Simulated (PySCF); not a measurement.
A GIAO shielding run with PySCF (density fitting, non-relativistic, gas phase) on SMILES CN(C)[Si@H](O)[As]([SiH3])[SiH3], C₂H₁₄AsNOSi₃:

```
{"job": {"kind": "nmr", "xc": "CAM-B3LYP", "basis": "pcSseg-1", "pop": false}, "charge": 0, "multiplicity": 1}
C     -2.835282    -0.274793     0.614442
N     -1.710456    -0.468756    -0.270995
C     -1.951776    -1.396824    -1.344131
Si    -0.165971     0.125190     0.226414
O     -0.260806     1.747011     0.617668
As     1.357154    -0.183737    -1.559191
Si     2.256992    -2.184883    -0.691437
Si     2.944379     1.193305    -0.470010
H     -3.127805    -1.205394     1.139830
H     -3.721522     0.082234     0.057078
H     -2.600284     0.485732     1.374577
H     -1.084134    -1.450343    -2.018909
H     -2.820734    -1.081860    -1.951778
H     -2.159373    -2.422971    -0.981173
H      0.337043    -0.469293     1.500078
H     -0.623917     2.313378    -0.071299
H      2.568312    -2.106006     0.769520
H      1.267728    -3.283884    -0.913929
H      3.511757    -2.502158    -1.437369
H      4.303969     0.809769    -0.960039
H      2.911285     1.047379     1.016777
H      2.677926     2.614378    -0.839984
```

Hardware: 1 thread of an Arm Neoverse V1, shared host.

(1) How large is the calculation?

(2) How long does it take?

(3) And these other runs on the same molecule and hardware: GIAO shielding at PBE0/pcSseg-1?

Results:

(1) 116 electrons, 251 basis functions and 1446 auxiliary functions.

(2) 2 min of wall time, with 11 SCF cycles and 6 response iterations. Times on a shared host scatter by some tens of per cent.

(3) PBE0/pcSseg-1: 251 functions, 87 s.
